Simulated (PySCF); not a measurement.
Isomers of C4H5ClF2O2, one GFN2-xTB conformer each. Single-point energies are computed at PBE0/pcSseg-1 (PySCF, gas phase, no added dispersion term), electronic only.

| SMILES | GFN2-xTB relative energy (kcal/mol) |
| --- | --- |
| F[C@@H]1OCOC[C@@]1(F)Cl | 0.0 |
| CO[C@]1(C(F)(F)Cl)CO1 | 25.3 |

Conformers: `[F:1][C@@H:2]1[O:3][CH2:4][O:5][CH2:6][C@@:7]1([F:8])[Cl:9]` with F1–C2–O3–C4 -66°, C2–O3–C4–O5 -59°, O3–C4–O5–C6 61°, C4–O5–C6–C7 -58°; `[CH3:1][O:2][C@:3]1([C:4]([F:5])([F:6])[Cl:7])[CH2:8][O:9]1` with C1–O2–C3–C4 -78°, O2–C3–C4–F5 -171°.

Question: What does PBE0/pcSseg-1 give for the same structures?

Answer: 
```csv
SMILES,PBE0/pcSseg-1 E (Eh),PBE0/pcSseg-1 (kcal/mol),GFN2-xTB (kcal/mol),point group
F[C@@H]1OCOC[C@@]1(F)Cl,-965.00692,0.0,0.0,C1
CO[C@]1(C(F)(F)Cl)CO1,-964.96660,25.3,25.3,C1
```

Both levels put the same isomer lowest. As drawn, the higher has a three-membered ring and two fluorines on one carbon, which the lower lacks.

Question: Which frontier levels, dipoles and rotational constants go with these structures?

Answer: 
```
                 SMILES  HOMO (eV, PBE0/pcSseg-1)  LUMO (eV)  dipole (D)     A, B, C (MHz)
F[C@@H]1OCOC[C@@]1(F)Cl                     -8.41       0.31        1.46  1844, 1381, 1135
  CO[C@]1(C(F)(F)Cl)CO1                     -8.62       0.42        1.56  1797, 1301, 1079
```
